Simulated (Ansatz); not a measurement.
Cost and result up the ladder for the cluster Sn3S2 (the lowest singlet isomer of a short search) (5 atoms). The state is a singlet with charge 0. Geometry: r2SCAN-D4/def2-SVP.

```tsv
atom	x (Å)	y (Å)	z (Å)
Sn1	-0.9350	-1.6642	0.5582
Sn2	0.4569	0.7824	1.5165
Sn3	0.6765	1.2216	-1.4162
S4	-1.5780	0.6658	-0.3149
S5	1.3796	-1.0056	-0.3437
```

Ansatz on 4 threads of Arm Neoverse V1 on a shared host. Times are rough, and most runs start from the orbitals of an earlier one. No level here is sound enough to serve as a yardstick. Binding counts from free atoms at the same level (Sn triplet, S triplet; other spins of the atoms weren't run), without zero-point energy or a counterpoise term.

In the def2 sets Sn takes a core potential; there is no spin–orbit coupling. Correlated methods freeze 22 core orbitals; core or outer-core shells of Sn are correlated, in sets that lack core-valence functions. The rows differ in basis, and correlated rows in double-zeta sets carry the largest basis error. The structure comes from a short search, and lower isomers may exist.

Correlated methods converge slowly with the basis, most of all in double-zeta sets.

| level | functions | binding energy per atom (eV) | remarks |
| --- | --- | --- | --- |
| PBE0-D4/def2-TZVP | 224 | 3.04 | restricted SCF unstable in HF |
| PBE-D4/def2-TZVP (with forces) | 224 | 3.20 | restricted SCF unstable in HF |
| r2SCAN-D4/def2-TZVP | 224 | 3.06 | restricted SCF unstable in HF |
| ωB97X-V/def2-TZVP | 224 | 2.98 | restricted SCF unstable in HF |
| CCSD(T)/def2-SVP | 114 | 2.54 | restricted SCF unstable |
| MP2/def2-TZVP | 224 | 3.06 | restricted SCF unstable |
| revPBE-D4/def2-TZVP | 224 | 3.06 | restricted SCF unstable in HF |
| PBE-D4/def2-SVP | 114 | 3.18 | restricted SCF unstable in HF |
| PBE0-D4/def2-SVP | 114 | 3.00 | restricted SCF unstable in HF |
| B97M-V/def2-TZVP | 224 | 3.12 | restricted SCF unstable in HF |

(1) Estimate how long each takes.

## Answers

(1) PBE-D4/def2-SVP 1.6 s; PBE0-D4/def2-SVP 2.5 s; revPBE-D4/def2-TZVP 3.5 s; PBE-D4/def2-TZVP (with forces) 4.2 s; PBE0-D4/def2-TZVP 8.5 s; MP2/def2-TZVP 9 s; r2SCAN-D4/def2-TZVP 10 s; ωB97X-V/def2-TZVP 15 s; B97M-V/def2-TZVP 16 s; CCSD(T)/def2-SVP 16 s. On shared hardware such times vary by a factor of up to 3.
